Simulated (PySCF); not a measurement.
A GIAO shielding run with PySCF 2.14.0 with density-fitted response routines (density fitting, non-relativistic, gas phase) on `[H]/N=C1\CCC[C@H](C=C)C1`, C8H13N:

```
{"job": {"kind": "nmr", "xc": "PBE0", "basis": "pcSseg-1"}, "charge": 0, "multiplicity": 1}
C      3.291809     0.264639    -0.170470
C      2.146381     0.127969     0.469505
C      0.805581     0.036321    -0.191752
C      0.131410    -1.300087     0.136981
C     -1.236893    -1.390079    -0.529436
C     -2.139577    -0.246987    -0.059352
C     -1.462835     1.075540    -0.312579
N     -1.925673     2.043837    -0.967823
C     -0.091944     1.192102     0.280991
H      4.233443     0.325179     0.348471
H      3.336120     0.324029    -1.245647
H      2.128928     0.072028     1.550770
H      0.931913     0.112222    -1.276790
H      0.019187    -1.393569     1.220343
H      0.765039    -2.120426    -0.206835
H     -1.706221    -2.349108    -0.297685
H     -1.117068    -1.328912    -1.614141
H     -2.321465    -0.347776     1.014529
H     -3.103841    -0.286522    -0.573546
H     -2.860913     1.903030    -1.347689
H     -0.174430     1.154414     1.370699
H      0.340637     2.151540    -0.002140
```

Hardware: 1 thread of an Arm Neoverse V1, shared host. The job also computes population analyses, field gradients, ring-centre shieldings.

(1) How large is the calculation?

(2) How long does it take?

Results:

(1) 68 electrons, 218 basis functions and 1118 auxiliary functions.

(2) 48 s of wall time, with 14 SCF cycles and 5 response iterations. Times on a shared host scatter by some tens of per cent.
